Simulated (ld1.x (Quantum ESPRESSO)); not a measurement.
## Ne (Z = 10): one change to an RRKJ potential, before and after

* Element: Ne (Z = 10)
* Generator: ld1.x (Quantum ESPRESSO) 7.5
* Type: norm-conserving RRKJ (Kleinman–Bylander form)
* Functional: PBE
* Relativity: scalar-relativistic
* Frozen core: [He]
* Valence charge: 8
* Reference configuration: 2s2 2p5 (charge +1)
* Partial waves: 2s (bound): rc 0.70 bohr; 2p (bound): rc 1.20 bohr
* Local potential: all-electron potential smoothed inside 0.70 bohr (lloc = -1)
* Core correction: Bessel-smoothed model core, default radius (core density twice the valence density)
* rho0: 0.01

Change: wave 2s (bound): rc 0.70 bohr becomes 2s (bound): rc 0.84 bohr.

Cutoffs: the cutoffs (Ry, on a coarse ladder) from which the occupation-weighted sum of valence levels, in a spherical-Bessel basis at the reference potential, stays within 10 and 1 mRy of its value at 400 Ry; they do not see the model core or the augmentation charge, which bear on the density cutoff. Errors are all-electron minus pseudo energies relative to the spin-unpolarised reference configuration.

Question: What does the change do?

Answer: The potential gets softer (200 Ry and 260 Ry → 180 Ry and 230 Ry); the errors of the 6 common tests hardly move; neither file shows a bound ghost. A larger radius leaves more room for a smooth pseudo-wave, so fewer plane waves are needed.

| quantity | base | changed |
| --- | --- | --- |
| cutoff, loose | 200 Ry | 180 Ry |
| cutoff, tight | 260 Ry | 230 Ry |
| loose cutoff by channel (10 mRy a level) | s 200 Ry, p 80 Ry | s 160 Ry, p 80 Ry |
| bound ghosts | none | none |
| error for 2s2 2p6, meV [ΔE -22.48 eV] | +14 | +13 |
| error for 2s2 2p4, meV [ΔE 43.27 eV] | +61 | +59 |
| error for 2s2 2p3, meV [ΔE 110.70 eV] | +436 | +424 |
| error for 2s1 2p6, meV [ΔE 23.41 eV] | +27 | +26 |
| error for 2s2 2p5.5, meV [ΔE -13.61 eV] | +6.1 | +5.8 |
| error for 2s2 2p2, meV [ΔE 205.33 eV] | +1547 | +1513 |
| s: phases at 1.30 bohr within 0.05 rad from the reference energy up to (Ry; the scan ends near 5) | to the end of the scan | to the end of the scan |
| p: phases at 1.30 bohr within 0.05 rad from the reference energy up to (Ry; the scan ends near 5) | 4.0 | 4.0 |
